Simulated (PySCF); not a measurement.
Compound: C4H8BNO.
SMILES: `C=C[B@@H-](O)[N+]#CC`

Torsions of this conformer, `[CH2:1]=[CH:2][B@@H-:3]([OH:4])[N+:5]#[C:6][CH3:7]`: C1–C2–B3–O4 19°, C2–B3–N5–C6 -151°, H–O4–B3–C2 19°.

The closed-shell ground state was solved at several levels (PySCF, density fitting, gas phase, non-relativistic). Isolated species at its GFN2-xTB geometry (one conformer only).

| level | basis functions | total energy (Eh) | HOMO (eV) | LUMO (eV) | gap (eV) | dipole (D) |
| --- | --- | --- | --- | --- | --- | --- |
| PBE0/def2-SVPD | 207 | -311.4742 | -6.86 | -0.67 | 6.19 | 7.12 |
| PBE0/pcSseg-1 | 159 | -311.6506 | -6.81 | -0.56 | 6.25 | 7.18 |

**Question.** What might B3LYP/pcJ-1 (269 basis functions) give for the same quantities?

**Answer.** Total energy -312.0870 Eh, HOMO -6.56 eV, LUMO -0.83 eV, gap 5.73 eV, dipole 7.14 D.

**Question.** Over all these levels, which gives the widest orbital gap and which the narrowest?

**Answer.** PBE0/pcSseg-1 (global hybrid, 25 % exact exchange) has the widest, 6.25 eV, and B3LYP/pcJ-1 (global hybrid, 20 % exact exchange) the narrowest, 5.73 eV. Functional and basis both differ between the two, so the spread mixes both effects.

**Question.** How far do the dipole and the HOMO energy spread over the levels?

**Answer.** The dipole runs from 7.12 to 7.18 D (mean 7.15 D) and the HOMO from -6.86 to -6.56 eV.
